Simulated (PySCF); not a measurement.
C2H3BN2Se.
Numbering: `[N:1]#[C:2][BH2-:3][N+:4]#[C:5][SeH:6]` (hydrogens: H7, H8 on B3; H9 on Se6)
Bond orders are those of one Lewis drawing.

Method: PySCF, PBE0-D3(BJ)/def2-SVP geometry optimisation, gas phase; density fitting, grid level 1; the optimiser is geomeTRIC in internal coordinates, started from a GFN2-xTB structure with every atom displaced at random (about 0.01 Å).

Step 0: E = -71100.2518 eV
```
atom  x, y, z in Å  |  force x, y, z in eV/Å
N1     -1.4645    1.4769   -1.8145   -1.423   5.389  -2.214
C2     -1.1962    0.4765   -1.3921    1.096  -4.742   1.792
B3     -0.8211   -0.9182   -0.8258    0.580   0.254  -0.547
N4      0.1993   -0.6075    0.2337   -1.902  -0.724  -1.770
C5      0.9107   -0.2422    1.0283    2.182   0.901   2.300
Se6     2.0939    0.1572    2.3341    0.403  -0.410   0.496
H7     -1.7311   -1.4404   -0.3068   -0.858  -0.685   0.461
H8     -0.2309   -1.5643   -1.6465    0.034  -0.434  -0.351
H9      2.0154    1.5914    2.1117   -0.112   0.452  -0.167
```

Step 1: E = -71100.5152 eV
```
atom  x, y, z in Å  |  force x, y, z in eV/Å
N1     -1.5137    1.5351   -1.8820    0.079  -0.567   0.214
C2     -1.2441    0.4863   -1.4520   -0.078   0.664  -0.244
B3     -0.8124   -0.8988   -0.8458   -0.303  -0.243   0.026
N4      0.2065   -0.5719    0.2532    0.450   0.251   0.419
C5      0.9623   -0.2615    1.0721   -0.344  -0.210  -0.333
Se6     2.1502    0.1381    2.3955   -0.006   0.239  -0.038
H7     -1.7380   -1.4831   -0.2861    0.139   0.095  -0.104
H8     -0.2485   -1.6081   -1.6609    0.033  -0.006   0.013
H9      2.0129    1.5933    2.1281    0.030  -0.223   0.047
```

Step 2: E = -71100.5224 eV
```
atom  x, y, z in Å  |  force x, y, z in eV/Å
N1     -1.5365    1.5248   -1.8998   -0.015  -0.132   0.041
C2     -1.2519    0.4876   -1.4619    0.045   0.149  -0.033
B3     -0.8140   -0.8949   -0.8449   -0.137  -0.093  -0.037
N4      0.2066   -0.5602    0.2577    0.101   0.112   0.084
C5      0.9609   -0.2571    1.0760   -0.061  -0.071  -0.040
Se6     2.1540    0.1338    2.3987    0.014  -0.027   0.007
H7     -1.7347   -1.4777   -0.2921    0.036   0.028  -0.020
H8     -0.2385   -1.6057   -1.6511    0.019   0.005   0.005
H9      2.0295    1.5790    2.1394   -0.002   0.030  -0.007
```

**Question.** Estimate the geometry and energy of step 3. (The exact step hangs on the optimiser's Hessian estimate; all steps are aligned on step 2, rigid shifts and turns removed.)

**Answer.** E = -71100.5240 eV, largest force 0.095 eV/Å
```
atom  x, y, z in Å  |  force x, y, z in eV/Å
N1     -1.5553    1.5159   -1.9141   -0.045   0.049  -0.031
C2     -1.2561    0.4876   -1.4692    0.067  -0.053   0.042
B3     -0.8152   -0.8916   -0.8454   -0.024  -0.018  -0.038
N4      0.2050   -0.5494    0.2606   -0.035   0.035  -0.039
C5      0.9593   -0.2545    1.0803    0.041  -0.016   0.056
Se6     2.1578    0.1251    2.4023    0.004  -0.018   0.000
H7     -1.7332   -1.4737   -0.2948   -0.013  -0.004   0.014
H8     -0.2294   -1.6022   -1.6445    0.007   0.007   0.000
H9      2.0425    1.5723    2.1469   -0.001   0.019  -0.004
```

The energy changes by -0.0015 eV. The first-order estimate −F·Δx gives -0.0023 eV and the mean of the old and new forces, exact on a quadratic surface, -0.0015 eV. The step makes an angle of 80° with the force vector and moves no atom by more than 0.025 Å.

The cost below is that of the whole optimisation. Time: 37 s; peak memory 0.48 GiB. Hardware: Arm Neoverse V1, one thread (shared host).
